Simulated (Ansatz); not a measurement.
Consider the isomerisation: `CB1CN1[SiH3]` → `C=CB(N)[SiH3]`.

Computed with Ansatz on PBE0-D4/def2-TZVP structures; ΔE is electronic, products minus reactants. CCSD(T)/CBS is the MP2 limit (def2-TZVPP, def2-QZVPP) plus CCSD(T) − MP2 in def2-TZVPP, frozen cores. DFT in def2-TZVPP. Each species was taken in one conformer, which may not be the lowest.

```csv
species,ωB97X-V energy (Eh)
`CB1CN1[SiH3]`,-450.11170
`C=CB(N)[SiH3]`,-450.11095
```

(1) Work out ΔE.

Largest T1 diagnostic among the species: 0.013.

Results:

(1) ΔE = (-450.11095) − (-450.11170) = 0.00075 Eh = +2.0 kJ/mol. CCSD(T)/CBS gives -11.3 kJ/mol.

From PBE to PBE0 (25 % exact exchange), in def2-TZVPP and without D4, ΔE moves by +7.8 kJ/mol.
